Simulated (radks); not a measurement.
Valence configurations of La (all share [Xe]). All-electron calculation, scalar-relativistic Kohn-Sham, SCAN, spin-polarised, spherical densities, finite nucleus; open shells are filled with parallel spins first (spin-orbit coupling, left out, can overturn this in heavy ions); meta-GGA in the generalised Kohn-Sham scheme; Fermi nuclear charge, rms radius 4.855 fm. Program: a radial shooting solver on a logarithmic mesh with Libxc functionals. Energies are relative to 5d1 6s2; eigenvalues in eV for spin up.

valence          E (eV)  moment (Bohr magnetons)   e(4f)   e(5d)   e(6p)   e(6s)
5d2 6s1          -0.322                        3       -  -2.556       -  -3.771
5d1 6s2           0.000                        1       -  -3.411       -  -3.875
4f0.5 5d0.5 6s2   0.148                        1  -1.531  -2.692       -  -3.737
5d3               0.955                        3       -  -1.736       -       -
5d0.5 6s2 6p0.5   1.063                        1       -  -4.187  -1.930  -4.517
5d2 6p1           2.176                        3       -  -3.320  -1.795       -
6s2 6p1           2.246                        1       -       -  -2.431  -5.132

NIST lists [Xe] 5d1 6s2 as the ground configuration; this level of theory puts 5d2 6s1 lower, by 0.322 eV. The energies are those of spherical high-spin densities, not of single terms. No valid solution was reached for [Xe] 4f1 6s2; [Xe] 4f1 5d0.5 6s1 6p0.5.
